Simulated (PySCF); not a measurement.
Vertical excitations of a molecule H₇NO₂Si₂ from TDA-B3LYP/def2-SVPD run with PySCF, as energy in eV (oscillator strength): 6.45 (0.040), 6.99 (0.020), 7.24 (0.003), 7.41 (0.041), 7.63 (0.027), 7.77 (0.008), 7.82 (0.005), 7.97 (0.011), 8.00 (0.014), 8.09 (0.043). Lowest triplet (TDA): 6.13 eV. Geometry: r2SCAN-D4/def2-SVP. Other conformers were not sampled.

Q: Which structure fits?
A. N[Si@@H](O)[SiH2]O
B. O[SiH](O)N[SiH3]
C. N[SiH2][SiH](O)O
D. N[SiH2]O[SiH2]O

A: D, N[SiH2]O[SiH2]O
